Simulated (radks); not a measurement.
Results of a calculation; reference values are marked as such.
Valence configurations of N (all share [He]). Code: a radial shooting solver on a logarithmic mesh with Libxc functionals. Model: non-relativistic Kohn-Sham, PBE, spin-polarised, spherical densities, point nucleus; open shells are filled with parallel spins first. Energies are relative to 2s2 2p3; eigenvalues in eV for spin up.

| valence | E (eV) | moment (Bohr magnetons) | e(2p) | e(2s) |
|---|---|---|---|---|
| 2s2 2p3 | 0.000 | 3 | -8.304 | -19.852 |
| 2s1.5 2p3.5 | 5.552 | 3 | -8.720 | -20.333 |
| 2s1 2p4 | 11.073 | 3 | -9.142 | -20.819 |
| 2s0.5 2p4.5 | 18.797 | 2 | -8.943 | -20.577 |
| 2p5 | 25.730 | 1 | -8.563 | - |

NIST lists [He] 2s2 2p3 as the ground configuration; this level of theory agrees among the configurations tried. The energies are those of spherical high-spin densities, not of single terms.
